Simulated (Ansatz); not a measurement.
Cost and result for the atomization energy of CH₄BClOS, SMILES `COB(S)Cl` (9 atoms, 8 bonds).

Z-matrix (Å, degrees):
```
C
O 1 1.418
H 1 1.092 2 110.8
H 1 1.092 2 110.8 3 121.1
H 1 1.089 2 107.1 3 -119.4
B 2 1.341 1 123.4 3 -60.2
Cl 6 1.771 2 122.0 1 0.0
S 6 1.805 2 121.0 1 -180.0
H 8 1.344 6 94.9 2 0.0
```

Charge 0, multiplicity 1. Geometry: relaxed with PBE0-D4/def2-TZVP. It is one conformer, not always the lowest. Program: Ansatz. Hardware: A = 2 threads of an AMD EPYC 7R13 on a shared host; B = 2 threads of an AMD EPYC 7R13 on a shared host and a share of an NVIDIA H100 80 GB. Times are those of one run each, without the atoms' runs, and a repeat can differ threefold. Electronic energies, without spin–orbit coupling; frozen cores. CCSD(T)/CBS extrapolates def2-TZVPP and def2-QZVPP, and its time is that of the two runs behind it. T1 = 0.012. B3LYP takes the VWN-RPA correlation (the form of Gaussian; ORCA's B3LYP/G).

CCSD(T)/CBS is a level of theory with its own doubt, some kJ/mol a heavy atom from the limit and from the frozen cores, so smaller differences don't rank the functionals.

| level | functions | wall time |
| --- | --- | --- |
| PBE-D4/def2-TZVPP (with forces) [A] | 233 | 2.7 s |
| PBE0-D4/def2-TZVPP [A] | 233 | 3.4 s |
| CCSD(T)/def2-TZVPP [B] | 233 | 3.9 s |
| r2SCAN-D4/def2-TZVPP (with forces) [A] | 233 | 5 s |
| B3LYP-D4/def2-TZVPP (with forces) [A] | 233 | 5.5 s |
| B2PLYP/def2-TZVPP [A] | 233 | 6 s |
| ωB97X-V/def2-TZVPP [A] | 233 | 8 s |
| ωB97M-V/def2-TZVPP (with forces) [A] | 233 | 12 s |
| CCSD(T)/def2-QZVPP [B] | 431 | 24 s |
| CCSD(T)/CBS(def2) | – | 27 s |

(1) What atomization energy does each give, and how far from CCSD(T)/CBS? (An estimate is asked.)

Results:

(1) Ansatz gave: 
```json
{"level": "PBE-D4/def2-TZVPP (with forces) [A]", "atomization (kJ/mol)": "3514.1", "difference from CCSD(T)/CBS": "96.7", "per bond": "12.1"}
{"level": "PBE0-D4/def2-TZVPP [A]", "atomization (kJ/mol)": "3445.9", "difference from CCSD(T)/CBS": "28.5", "per bond": "3.6"}
{"level": "CCSD(T)/def2-TZVPP [B]", "atomization (kJ/mol)": "3328.8", "difference from CCSD(T)/CBS": "-88.6", "per bond": "-11.1"}
{"level": "r2SCAN-D4/def2-TZVPP (with forces) [A]", "atomization (kJ/mol)": "3456.7", "difference from CCSD(T)/CBS": "39.3", "per bond": "4.9"}
{"level": "B3LYP-D4/def2-TZVPP (with forces) [A]", "atomization (kJ/mol)": "3416.0", "difference from CCSD(T)/CBS": "-1.4", "per bond": "-0.2"}
{"level": "B2PLYP/def2-TZVPP [A]", "atomization (kJ/mol)": "3385.4", "difference from CCSD(T)/CBS": "-32.0", "per bond": "-4.0"}
{"level": "ωB97X-V/def2-TZVPP [A]", "atomization (kJ/mol)": "3435.8", "difference from CCSD(T)/CBS": "18.4", "per bond": "2.3"}
{"level": "ωB97M-V/def2-TZVPP (with forces) [A]", "atomization (kJ/mol)": "3449.2", "difference from CCSD(T)/CBS": "31.8", "per bond": "4.0"}
{"level": "CCSD(T)/def2-QZVPP [B]", "atomization (kJ/mol)": "3380.6", "difference from CCSD(T)/CBS": "-36.8", "per bond": "-4.6"}
{"level": "CCSD(T)/CBS(def2)", "atomization (kJ/mol)": "3417.4", "difference from CCSD(T)/CBS": "0.0", "per bond": "0.0"}
```

In def2-TZVPP, CCSD(T) changes the Hartree–Fock value by +815.4 kJ/mol (the triples alone add +59.3 kJ/mol) and MP2 by +905.4 kJ/mol; breaking electron pairs costs correlation energy, which Hartree–Fock lacks. From PBE to PBE0 (25 % exact exchange), in def2-TZVPP and without D4, the atomization energy moves by −65.1 kJ/mol: exact exchange takes away binding that semilocal exchange gives to molecules. The D4 term adds +33.6 kJ/mol with B3LYP and +17.5 kJ/mol with PBE0; it sums over pairs of atoms, weighted by their polarisabilities, and B3LYP, whose exchange is more repulsive, gets the larger term.
